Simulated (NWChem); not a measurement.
Species: MoOClF3; SMILES [O]=[Mo]([F])([F])([F])[Cl]

Results from NWChem. Medium grid unless said otherwise, to which SCAN and Minnesota functionals are sensitive. All runs use the structure optimised with PBE0/def2-SVP. Not confirmed as a minimum by frequencies. def2 effective core potentials on Mo; no spin-orbit coupling. Total energies of different functionals are on different scales.

```
level               energy (Ha)  highest occupied level (eV)  orbital gap (eV)  dipole (D)  relative time
------------------  -----------  ---------------------------  ----------------  ----------  -------------
B3LYP/def2-SVP        -902.9521                        -9.82              4.44        0.60              1
PBE/def2-SVP          -902.4463                        -8.59              2.91        0.42              1
B3PW91/def2-SVP       -902.7882                        -9.94              4.49        0.52              1
LRC-wPBEh/def2-SVP    -902.4272                       -12.02              8.46        0.40              4
CAM-B3LYP/def2-SVP    -902.7843                       -11.45              7.32        0.51              4
KT2/def2-SVP          -911.5194                        -8.74              2.81        0.50              2
r2SCAN/def2-SVP       -902.7968                        -9.10              3.16        0.41              2
```

The last column is a rough cost ratio, cheapest run = 1.
